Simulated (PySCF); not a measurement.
# Relaxation of singlet Ca₂F⁺

Method: PBE0/[F def2-TZVP, Ca def2-TZVP], no relativity, density fitting, PySCF. A (50,194) grid was used.

A hand-made bent start, of C2v symmetry, held to at least that symmetry:

```xyz
3
charge 1 multiplicity 1, angstrom
F     0.0000    0.0000   -1.0672
Ca    1.8865    0.0000    0.2537
Ca   -1.8865    0.0000    0.2537
```

At each step, columns x, y, z (Å) and Fx, Fy, Fz (eV/Å):

```
step 0  E − E(last) = 39.61 kJ/mol
F    0.000   0.000  -1.067   0.000   0.000   1.323
Ca   1.887   0.000   0.254  -1.447   0.000  -0.662
Ca  -1.887   0.000   0.254   1.447   0.000  -0.662
step 1  E − E(last) = 22.40 kJ/mol
F    0.000   0.000  -1.027   0.000   0.000   0.964
Ca   1.845   0.000   0.234  -1.193   0.000  -0.482
Ca  -1.845   0.000   0.234   1.193   0.000  -0.482
step 2  E − E(last) = 6.03 kJ/mol
F    0.000   0.000  -0.930   0.000   0.000  -0.918
Ca   1.702   0.000   0.185   0.422   0.000   0.459
Ca  -1.702   0.000   0.185  -0.422   0.000   0.459
step 3  E − E(last) = 2.14 kJ/mol
F    0.000   0.000  -0.983   0.000   0.000  -0.048
Ca   1.733   0.000   0.211  -0.273   0.000   0.024
Ca  -1.733   0.000   0.211   0.273   0.000   0.024
step 4  E − E(last) = 1.11 kJ/mol
F    0.000   0.000  -0.995   0.000   0.000  -0.095
Ca   1.711   0.000   0.218  -0.161   0.000   0.047
Ca  -1.711   0.000   0.218   0.161   0.000   0.047
step 5  E − E(last) = 0.02 kJ/mol
F    0.000   0.000  -1.041   0.000   0.000  -0.029
Ca   1.659   0.000   0.241   0.039   0.000   0.015
Ca  -1.659   0.000   0.241  -0.039   0.000   0.015
step 6  E − E(last) = 0.00 kJ/mol
F    0.000   0.000  -1.040   0.000   0.000  -0.007
Ca   1.663   0.000   0.240   0.003   0.000   0.004
Ca  -1.663   0.000   0.240  -0.003   0.000   0.004
step 7  E − E(last) = 0.00 kJ/mol
F    0.000   0.000  -1.041   0.000   0.000   0.000
Ca   1.663   0.000   0.240   0.000   0.000   0.000
Ca  -1.663   0.000   0.240   0.000   0.000   0.000
```

It ends at C2v with Ca–Ca 3.320 Å, F–Ca 2.100 Å (×2); Ca–Ca–F 37.8° (×2), Ca–F–Ca 104.5° (after a last refinement on a finer grid). A frequency run shows a minimum.
